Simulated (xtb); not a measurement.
In(Me)(Et) (C3H8In), SMILES C[CH2][In+][CH3], charge +1. All values are semi-empirical tight-binding results from xtb (GFN2-xTB unless named), good for trends rather than for accurate numbers. Coordinates come from a GFN2-xTB optimisation. The multiplicity is an assumed one; other spin states were not compared. The isomer is the one that the SMILES or the coordinates give; other isomers of the formula were not compared. Other conformers were not sampled.

Optimised geometry:

```xyz
12

In    -0.1429     0.1652     0.2922
C     -1.1118     1.8838     1.5061
H     -1.5511     1.4300     2.3936
H     -1.8655     2.3389     0.8646
H     -0.3135     2.5812     1.7573
C      0.8526    -1.6542    -0.8867
C      1.1308    -1.3027    -2.3180
H      0.1084    -2.4434    -0.7647
H      1.7518    -1.8455    -0.2982
H      1.8398    -0.4771    -2.4104
H      0.2184    -1.0665    -2.8701
H      1.5841    -2.1740    -2.7996
```
Charge +1, spin multiplicity 1.

A frequency run showed that this geometry is not a minimum.

For metal compounds this method's bond lengths and energies can be far off.

Computed properties:
| Quantity | Value |
|---|---|
| orbital gap | 2.05 eV |

Question: Give the atomic charges and the Wiberg bond orders between heavy atoms. (An estimate is asked for; the answer gives what the named calculation found.)

Answer: charges (e) In1 0.41, C2 -0.17, H3 0.14, H4 0.13, H5 0.13, C6 -0.08, C7 -0.12, H8 0.13, H9 0.13, H10 0.09, H11 0.09, H12 0.12. Bond orders In1–C2 0.74, In1–C6 0.64, C2–C6 0.41, C6–C7 1.06.
